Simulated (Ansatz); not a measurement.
## What each rung costs, and what it gives

Saddle point of SiH5Cl2OF, singlet (SiH₂Cl₂ ([Cl][SiH2][Cl]) + H₂O + HF → SiH₂Cl₂O ([OH][SiH]([Cl])[Cl]) + HF + H₂; bonds formed: Si1–O7, H2–H8, H6–F9; bonds broken: Si1–H2, H6–O7, H8–F9), PBE0-D4/def2-TZVP structure:

```xyz
10
angstrom
Si -0.6624 -0.5566 -0.3788
H 0.9626 -0.8415 -0.0728
Cl -0.2153 -1.1987 -2.2872
Cl -1.0372 -1.9389 1.1084
H -2.0618 -0.1245 -0.6227
H 0.7854 1.2065 0.5769
O -0.2246 1.0983 0.0953
H 1.5028 -0.1745 0.4034
F 1.8870 0.8098 0.9078
H -0.9365 1.7201 0.2699
```

Barriers are electronic and count from the start structure reached by relaxing down the imaginary mode.

Ansatz 0.2.0; basis: as named in each row; cores frozen in the correlated methods. B3LYP uses VWN-RPA correlation. Extrapolation: Hartree–Fock as exp(−7.88 √X), correlation as X^−2.97.

Times are rough, for one single point on 8 threads of a shared host (Intel Xeon Platinum 8259CL).

The estimate by CCSD(T) at an estimated basis limit (MP2 extrapolated from triple and quadruple zeta, plus CCSD(T) − MP2 in triple zeta) is 1.361 eV.

```json
{"method": "HF", "basis": "STO-3G", "time (s)": "under 1", "barrier (eV)": "2.105", "method less estimate": "0.744"}
{"method": "PBE-D4", "basis": "STO-3G", "time (s)": "under 1", "barrier (eV)": "-0.851", "method less estimate": "-2.212"}
{"method": "SPW92", "basis": "def2-SVP", "time (s)": "under 1", "barrier (eV)": "0.265", "method less estimate": "-1.096"}
{"method": "PBE-D4", "basis": "def2-SVP", "time (s)": "under 1", "barrier (eV)": "0.817", "method less estimate": "-0.544"}
{"method": "B3LYP-D4", "basis": "6-31G", "time (s)": "under 1", "barrier (eV)": "1.202", "method less estimate": "-0.159"}
{"method": "PBE0-D4", "basis": "def2-SVP", "time (s)": "under 1", "barrier (eV)": "1.072", "method less estimate": "-0.289"}
{"method": "SPW92", "basis": "def2-TZVPP", "time (s)": "1", "barrier (eV)": "0.377", "method less estimate": "-0.984"}
{"method": "PBE-D4", "basis": "def2-TZVPP", "time (s)": "2", "barrier (eV)": "0.903", "method less estimate": "-0.458"}
{"method": "BLYP-D4", "basis": "def2-TZVPP", "time (s)": "2", "barrier (eV)": "1.107", "method less estimate": "-0.254"}
{"method": "BHLYP-D4", "basis": "def2-TZVPP", "time (s)": "2", "barrier (eV)": "1.459", "method less estimate": "0.098"}
{"method": "r2SCAN-D4", "basis": "def2-TZVPP", "time (s)": "3", "barrier (eV)": "0.958", "method less estimate": "-0.403"}
{"method": "B3LYP-D4", "basis": "def2-TZVPP", "time (s)": "3", "barrier (eV)": "1.228", "method less estimate": "-0.133"}
{"method": "CAM-B3LYP-D4", "basis": "def2-TZVPP", "time (s)": "3", "barrier (eV)": "1.210", "method less estimate": "-0.151"}
{"method": "wB97M-V", "basis": "def2-SVP", "time (s)": "3", "barrier (eV)": "1.208", "method less estimate": "-0.153"}
{"method": "CCSD(T)", "basis": "def2-SVP", "time (s)": "3", "barrier (eV)": "1.528", "method less estimate": "0.167"}
{"method": "PBE0-D4", "basis": "def2-TZVPP", "time (s)": "3", "barrier (eV)": "1.095", "method less estimate": "-0.266"}
{"method": "r2SCAN0-D4", "basis": "def2-TZVPP", "time (s)": "4", "barrier (eV)": "1.120", "method less estimate": "-0.242"}
{"method": "RPA on PBE", "basis": "def2-TZVPP", "time (s)": "4", "barrier (eV)": "1.358", "method less estimate": "-0.004"}
{"method": "B2PLYP", "basis": "def2-TZVPP", "time (s)": "4", "barrier (eV)": "1.291", "method less estimate": "-0.070"}
{"method": "PBE-QIDH", "basis": "def2-TZVPP", "time (s)": "5", "barrier (eV)": "1.228", "method less estimate": "-0.133"}
{"method": "B97M-V", "basis": "def2-TZVPP", "time (s)": "6", "barrier (eV)": "1.161", "method less estimate": "-0.200"}
{"method": "wB97X-V", "basis": "def2-TZVPP", "time (s)": "6", "barrier (eV)": "1.281", "method less estimate": "-0.080"}
{"method": "wB97M-V", "basis": "def2-TZVPP", "time (s)": "6", "barrier (eV)": "1.276", "method less estimate": "-0.085"}
{"method": "MP2", "basis": "def2-QZVPP", "time (s)": "16", "barrier (eV)": "1.267", "method less estimate": "-0.094"}
{"method": "CCSD(T)", "basis": "def2-TZVPP", "time (s)": "76", "barrier (eV)": "1.355", "method less estimate": "-0.006"}
```

All methods are single points on the PBE0-D4 structures; a negative value means that the method puts the saddle structure below the start.

The T1 diagnostic stays at or below 0.011.

Labels in which every atom is bracketed show which atoms are joined, not bond orders.
